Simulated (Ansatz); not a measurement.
Reaction (ligand exchange at the Si–C bond): `C[SiH2][GeH3]` + `C=N` → `C=N[SiH2][GeH3]` + CH₄

Isolated molecules relaxed with PBE0-D4/def2-TZVP in Ansatz; ΔE leaves out vibrations. CCSD(T)/CBS is the MP2 limit (def2-TZVPP, def2-QZVPP) plus CCSD(T) − MP2 in def2-TZVPP, frozen cores. This one scheme is used for every species. Functionals use def2-TZVPP. For Ge outer-core shells are correlated without core-valence functions, which leaves a few kJ/mol of doubt a bond. Scalar relativity is left out up to krypton. One conformer a species, not always the lowest.

Question: Is it downhill or uphill in electronic energy at CCSD(T)/CBS, and by how much? (Best estimate.)

Answer: Computed: Downhill: ΔE = -39.1 kJ/mol.

Question: What do these levels give: B2PLYP, PBE0, HF/def2-QZVPP, HF/CBS(def2), MP2/CBS(def2), CCSD/CBS(def2)? (Best estimate.)

Answer: The calculation gave: B2PLYP -43.7, PBE0 -36.2, HF/def2-QZVPP -46.8, HF/CBS(def2) -46.9, MP2/CBS(def2) -43.9, CCSD/CBS(def2) -38.9 kJ/mol.

Largest T1 diagnostic among the species: 0.013.

In def2-TZVPP, CCSD(T) changes the Hartree–Fock value by +8.1 kJ/mol (the triples alone add −0.3 kJ/mol) and MP2 by +3.3 kJ/mol.
